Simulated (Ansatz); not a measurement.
Reaction (atomization): `Cl[SiH]1C[Se]1` → C• + Cl• + 3 H• + Se• + Si•

Program: Ansatz. Geometries: PBE0-D4/def2-TZVP. ΔE: electronic, gas phase. CCSD(T)/CBS is the MP2 limit (def2-TZVPP, def2-QZVPP) plus CCSD(T) − MP2 in def2-TZVPP, frozen cores. This one scheme is used for every species, atoms too. Functionals use def2-TZVPP. B3LYP here is the variant with VWN-RPA as its local correlation; programs differ in this. HSE06 is defined as in plane-wave codes. Open shells (•) are unrestricted, without spin–orbit coupling. Spin–orbit coupling would lower the free atoms: a little for C, Cl, Si; clearly for Se. For Se outer-core shells are correlated without core-valence functions, so the limit isn't a true one: a few kJ/mol of doubt a bond, and 10 to 20 or more in all where bonds break to atoms. Scalar relativity is left out up to krypton.

| level | ΔE (kJ/mol) |
| --- | --- |
| r2SCAN0-D4 | 2322.9 |
| ωB97X-V | 2350.1 |
| B3LYP | 2282.7 |
| HSE06 | 2335.3 |
| MP2/def2-SVP | 2186.8 |
| CCSD/def2-SVP | 2111.8 |
| SCS-MP2/def2-QZVPP | 2343.8 |
| CCSD/CBS(def2) | 2298.6 |

Question: What does CCSD(T)/CBS give? (Best estimate.)

Answer: The calculation gave: +2346.5 kJ/mol. The listed levels differ from it by -23.6, 3.6, -63.8, -11.2, -159.7, -234.7, -2.7, -47.9 kJ/mol.

Largest T1 diagnostic among the species: 0.012.

From r2SCAN to r2SCAN0 (25 % exact exchange), in def2-TZVPP and without D4, ΔE moves by −37.9 kJ/mol: exact exchange takes away binding that semilocal exchange gives to molecules. At CCSD(T), def2-SVP lies −200.5 kJ/mol from the extrapolated value and def2-TZVPP −78.8 kJ/mol: correlation converges slowly with the basis, and small sets miss more of it in the bonded molecule than in its fragments. In def2-TZVPP, CCSD(T) changes the Hartree–Fock value by +600.7 kJ/mol (the triples alone add +47.8 kJ/mol) and MP2 by +656.4 kJ/mol; breaking electron pairs costs correlation energy, which Hartree–Fock lacks.

For atomizations the MP2-based limit and the directly extrapolated one differ by several kJ/mol either way, and by 10 to 25 for some Ge, Se and Sn compounds, so smaller differences from it don't rank the levels.
